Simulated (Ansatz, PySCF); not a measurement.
Reaction R1 → P1, each structure at its B3LYP-D3(BJ)/def2-TZVP stationary point, reached from a drawn start; harmonic modes at that level show minima.
R1, CHN (SMILES C#N) (charge 0, multiplicity 1, Z-matrix in Å and degrees):
```
C
N 1 1.1462
H 1 1.0668 2 180.00
```
P1, CHN (SMILES [C-]#[NH+]) (charge 0, multiplicity 1):
```xyz
3

H      0.000     0.000    -1.053
N      0.000     0.000    -0.055
C      0.000     0.000     1.109
```

P less R. No zero-point or thermal terms.

The values were computed with Ansatz (Gaussian orbitals); PySCF for the D3/D4 terms. All values are computed, each at the level named.

Q: What reaction energy does r2SCAN-D4/def2-TZVPP give?

A: 14.4 kcal/mol

Q: What is the computed reaction energy (PBE-D3(BJ)/def2-TZVPP)?

A: 14.8 kcal/mol

Q: Predict the reaction energy from CAM-B3LYP-D3(BJ)/def2-TZVPP.

A: 13.1 kcal/mol

Ansatz is a quantum-chemistry and plane-wave program.
